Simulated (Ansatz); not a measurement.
**Ligand exchange: C2H8Si2 + C3H8MgO → C2H8OSi2 + C3H8Mg**

Species: C2H8Si2 `[SiH3]/C=C/[SiH3]`, singlet; C3H8MgO `C[CH](C)[Mg][OH]`, singlet; C2H8OSi2 `O[SiH2]/C=C/[SiH3]`, singlet; C3H8Mg `C[CH](C)[MgH]`, singlet. The partners trade H for OH: Si–H and Mg–OH bonds give way to Si–OH and Mg–H.

Shapes, held fixed at every level: PBE0-D4/def2-TZVP. Flexible molecules stand in one conformer, not always the lowest. Programs: Ansatz 0.2.0. The zero-point and thermal change to 298 K, harmonic and unscaled (PBE0-D4/def2-TZVP), is -3.7 kJ/mol.

(1) Estimate ΔH(298 K) of this reaction.

Answers

(1) The highest level, CCSD(T)/def2-TZVPP, gives ΔH(298 K) = +28.9 kJ/mol; the levels span +28.9 to +51.2. The column of differences is taken from that level and isn't an error. No measured value is set beside it here. Outer-core shells of Mg are correlated, in sets that cover them unevenly.

| level | kind | ΔH(298 K) (kJ/mol) | less CCSD(T)/def2-TZVPP |
| --- | --- | --- | --- |
| HF/def2-SVP | Hartree–Fock | +42.1 | +13.2 |
| PBE-D4/def2-TZVPP | GGA | +29.3 | +0.4 |
| r2SCAN-D4/def2-TZVPP | meta-GGA | +29.3 | +0.4 |
| MP2/def2-TZVPP | perturbation theory | +34.9 | +6.0 |
| CCSD/def2-SVP | coupled cluster or CI | +51.2 | +22.3 |
| CCSD/def2-TZVPP | coupled cluster or CI | +29.1 | +0.2 |
| CCSD(T)/def2-TZVPP | coupled cluster or CI | +28.9 | 0.0 |
